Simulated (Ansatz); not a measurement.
Ansatz (a quantum-chemistry and plane-wave program) input:

Ansatz 0.2 input:
```yaml
crystal:
  periodic: [false, false, false]
  atoms:
    - {symbol: Ge, position_ang: [-0.00000000, -0.00000000, -1.16137475]}
    - {symbol: Br, position_ang: [0.00000000, 0.00000000, 1.06182835]}
basis:
  gaussian:
    orbitals: def2-TZVPD
hamiltonian:
  xc: {name: HSE06}
total_charge: 1
output: {forces: true}
```

Task: Predict the final energy.

Result: -4650.34121 Eh (HSE06/def2-TZVPD). The basis has 111 functions.
